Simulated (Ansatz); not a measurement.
Consider the formal exchange of groups at the Si–F bond: `F[SiH2][S][AlH2]` + `C=C` → `C=C[SiH2][S][AlH2]` + H–F.

Calculated with Ansatz (gas phase, PBE0-D4/def2-TZVP geometries, no zero-point term in ΔE). CBS: MP2 limit from def2 TZ/QZ plus the TZ coupled-cluster correction, frozen cores. This one scheme is used for every species. Functionals use def2-TZVPP. One conformer a species, not always the lowest.

```csv
level,ΔE (kcal/mol)
PBE,31.1
HF/def2-TZVPP,38.8
MP2/def2-TZVPP,30.6
CCSD(T)/def2-TZVPP,31.4
```

(1) What does CCSD(T)/CBS give? (Best estimate.)

Largest T1 diagnostic among the species: 0.012.

Answers

(1) Computed: +31.2 kcal/mol. The listed levels differ from it by -0.1, 7.6, -0.6, 0.2 kcal/mol.

In def2-TZVPP, CCSD(T) changes the Hartree–Fock value by −7.5 kcal/mol (the triples alone add −1.2 kcal/mol) and MP2 by −8.2 kcal/mol. The D4 term adds −3.5 kcal/mol with B3LYP and −2.0 kcal/mol with PBE0; it sums over pairs of atoms, weighted by their polarisabilities, and B3LYP, whose exchange is more repulsive, gets the larger term.

B3LYP here is the variant with VWN-RPA as its local correlation; programs differ in this.
